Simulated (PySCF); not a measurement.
## Tungsten: a sound run and one with changed settings

Sound run: W+ [Xe] 4f14 5d4 6s1, W(2+) [Xe] 4f14 5d4. All numbers are calculated (PySCF 2.14, scalar relativity through the core potential, in cc-pVTZ-PP with ECP60MDF). In the sound run the correlated levels freeze 5s2 5p6 outside the core potential. The sound run starts from symmetry-adapted Hartree-Fock orbitals and uses a fine grid where one is needed.

Changed run: initial guess 1e, at most 50 SCF cycles.

```csv
species,method,sound run (hartree),changed run (hartree),converged
W+,UHF,-66.46439,-66.44705,yes
W+,TPSS,-67.00340,-67.00439,yes
W+,MN15,-66.91342,-66.89171,yes
W(2+),UHF,-65.91341,-65.91341,yes
W(2+),TPSS,-66.41193,-66.41278,yes
W(2+),MN15,-66.31913,-66.31913,yes
W(2+),MP2,-65.94497,-65.94497,yes
```

Ionisation energy of W+:

```csv
method,sound run (eV),changed run (eV)
TPSS,16.095,16.099
```

The plain start fixes occupations by D2h representation alone, and W+ at UHF, W+ at MN15 landed in another state (other ⟨L²⟩ or ⟨S²⟩). 

For comparison, NIST gives 16.37 ± 0.15 eV between the lowest levels.
